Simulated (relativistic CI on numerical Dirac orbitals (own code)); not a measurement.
**Mo7+: q coefficients and field-shift factors**

These numbers are calculated, not measured: Dirac-Coulomb-Breit CI, orbitals from a KLI potential per configuration, derivatives by finite differences, unscaled Slater integrals, QED left out (own radial code, finite nucleus).

Configurations in the expansion (outside the closed core [Ar] 3d10): 4s²4p⁵, 4s4p⁶, 4s²4p⁴4d, 4s4p⁵4d, 4s²4p⁴4f, 4s²4p⁴5s. Double excitations out of closed p, d and f shells are left out; levels of such configurations are missing from the list, as are those of other unlisted configurations, and high levels can miss mixing partners.

With x = (α/α₀)² − 1 an excitation energy changes as ω = ω₀ + qx; K = 2q/ω₀ is the relative enhancement. Terms are leading LS components, so labels can repeat. The field-shift factor is F = δν/δ⟨r²⟩ for the transition from the lowest level.

Lowest level 4s²4p⁵ ²P°3/2.

```csv
Level,ω₀ (cm⁻¹),q (cm⁻¹),K,F (GHz/fm²)
4s²4p⁵ ²P°1/2,23068,24410,2.12,-0.337
4s4p⁶ ²S1/2,233475,29880,0.256,-21.4
4s²4p⁴4d ⁴D5/2,309539,8400,0.0543,1.15
4s²4p⁴4d ⁴D7/2,310419,10380,0.0669,1.16
4s²4p⁴4d ⁴D3/2,311030,8873,0.0571,1.12
4s²4p⁴4d ⁴D1/2,314023,12140,0.0773,1.09
4s²4p⁴4d ⁴F9/2,326437,5862,0.0359,1.27
4s²4p⁴4d ⁴F7/2,332963,8425,0.0506,1.2
4s²4p⁴4d ²P1/2,335334,16210,0.0967,1.08
4s²4p⁴4d ⁴F3/2,339982,11480,0.0676,1.16
4s²4p⁴4d ⁴F5/2,340739,21670,0.127,1
4s²4p⁴4d ⁴P1/2,341317,11740,0.0688,0.983
4s²4p⁴4d ⁴F3/2,343182,20530,0.12,1.02
```

At this charge configurations can still be misplaced by up to about 7 % of their energy.
